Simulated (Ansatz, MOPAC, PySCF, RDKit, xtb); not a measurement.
Dimer: H2S (SMILES S) (first 3 atoms) with C3H6 (SMILES C=CC); geometry from B3LYP-D3(BJ)/def2-TZVP, rigid monomers moved along the line of their centres of mass till H2···C4 is 3.68 Å.
(charge 0, multiplicity 1):
```json
[
 {"atom": "S", "x (Å)": "0.1223", "y (Å)": "0.4633", "z (Å)": "0.7293"},
 {"atom": "H", "x (Å)": "0.6505", "y (Å)": "0.1531", "z (Å)": "1.9271"},
 {"atom": "H", "x (Å)": "1.2451", "y (Å)": "0.1330", "z (Å)": "0.0720"},
 {"atom": "C", "x (Å)": "1.0995", "y (Å)": "0.0254", "z (Å)": "5.5757"},
 {"atom": "C", "x (Å)": "0.0015", "y (Å)": "-0.7139", "z (Å)": "5.4664"},
 {"atom": "C", "x (Å)": "-1.3715", "y (Å)": "-0.1829", "z (Å)": "5.2064"},
 {"atom": "H", "x (Å)": "1.0662", "y (Å)": "1.1057", "z (Å)": "5.4866"},
 {"atom": "H", "x (Å)": "2.0676", "y (Å)": "-0.4205", "z (Å)": "5.7641"},
 {"atom": "H", "x (Å)": "0.0853", "y (Å)": "-1.7931", "z (Å)": "5.5637"},
 {"atom": "H", "x (Å)": "-2.0556", "y (Å)": "-0.4581", "z (Å)": "6.0141"},
 {"atom": "H", "x (Å)": "-1.3698", "y (Å)": "0.9038", "z (Å)": "5.1131"},
 {"atom": "H", "x (Å)": "-1.7855", "y (Å)": "-0.6072", "z (Å)": "4.2870"}
]
```

| level | interaction energy (kcal/mol) | cost |
|---|---|---|
| MMFF94 | -0.81 | - |
| AM1 | -0.18 | - |
| PM3 | -0.20 | - |
| PM6 | -0.50 | - |
| GFN1-xTB | -0.60 | - |
| HF/STO-3G (no counterpoise) | -0.13 | - |
| HF/6-31G* | -0.43 | - |
| BP86/6-31G* (no counterpoise) | -0.43 | - |
| r2SCAN-D3(BJ)/def2-TZVPPD | -1.09 | ×2 |
| wB97X-V/def2-TZVPPD | -1.04 | ×3 |
| wB97M-V/def2-TZVPPD | -1.00 | ×3 |
| MP2/6-31G* | -0.71 | - |
| MP2/aug-cc-pV(D+d)Z | -1.08 | - |
| CCSD(T)/aug-cc-pV(D+d)Z | -0.96 | ×10 |

The rows run from -1.09 (r2SCAN-D3(BJ)/def2-TZVPPD) to -0.13 kcal/mol (HF/STO-3G (no counterpoise)).

Monomers are frozen at their geometry in the pair; levels with a basis set take the counterpoise correction. Rows marked so take none.

Frozen-core correlation. Rows in 6-31G*, STO-3G carry no dispersion term and start afresh at each structure (6-31G* with six Cartesian d functions). MP2/6-31G* freezes PySCF's default core. The state that AM1, PM3, PM6 reach isn't checked.

Programs: Ansatz (a program for electronic structure); MOPAC for AM1, PM3, PM6 (differences of heats of formation); PySCF for 6-31G* rows, STO-3G rows, the dispersion terms; RDKit for the force fields; xtb for the GFN methods. Values without a source in brackets are computed.

Costs are rough ratios of core time to PBE/def2-TZVPPD (about 13 s over the structures, on one shared machine); a dash marks a level with no comparable run of its own.
